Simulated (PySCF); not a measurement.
Gas-phase XPS of GeH2Me(nBu), computed

Compound: GeH2Me(nBu), C5H14Ge.
Geometry (PBE0-D3(BJ)/def2-SVP, Å), atoms numbered from 1 in this order:
```xyz
20
C5H14Ge angstrom
Ge     0.673    1.891    0.697
H      0.686    1.963    2.242
H      2.143    1.849    0.218
C     -0.210    3.475   -0.033
H      0.296    4.392    0.303
H     -1.258    3.518    0.299
H     -0.193    3.452   -1.132
C     -0.240    0.255    0.121
C      0.407   -1.028    0.632
C     -0.316   -2.311    0.222
C     -0.322   -2.578   -1.276
H     -1.290    0.317    0.457
H     -0.268    0.274   -0.982
H      1.454   -1.079    0.281
H      0.466   -0.993    1.734
H      0.157   -3.163    0.740
H     -1.355   -2.273    0.595
H     -0.808   -3.537   -1.510
H     -0.862   -1.795   -1.831
H      0.704   -2.618   -1.677
```

Level of theory: delta-SCF UKS SCAN, pcX-2 on the ionised atom, pcseg-1 elsewhere, spin-free X2C in PySCF 2.14.0. Vertical ΔSCF values, vacuum level as zero.

Problem. What binding energy does each computed site have?

Solution. 
| atom(s) | bonded to | level | binding energy (eV) | above the level's lowest (eV) | count |
| --- | --- | --- | --- | --- | --- |
| C8 | C, 2 H and Ge | C 1s | 289.92 | 0.00 | 1 |
| C4 | 3 H and Ge | C 1s | 290.08 | +0.16 | 1 |
| C9 | 2 C and 2 H | C 1s | 290.37 | +0.45 | 1 |
| C10 | 2 C and 2 H | C 1s | 290.37 | +0.45 | 1 |
| C11 | C and 3 H | C 1s | 290.44 | +0.52 | 1 |

Lowest listed C 1s: C8, bonded to C, 2 H and Ge. Highest, 0.52 eV above it: C11, bonded to C and 3 H. The values 290.37 and 290.37 eV lie too close for their order to be trusted.

Problem. Which photon energy gives electrons from C 1s of C11 a kinetic energy of 100 eV, and what is their de Broglie wavelength?

Solution. hν = 290.44 + 100 = 390.44 eV, recoil neglected; λ = 12.264 Å/√(E/eV) = 1.23 Å.

No level of germanium is listed. The structure is a single PBE0-D3(BJ)/def2-SVP conformer in the gas phase; no vibrational or solvent corrections.
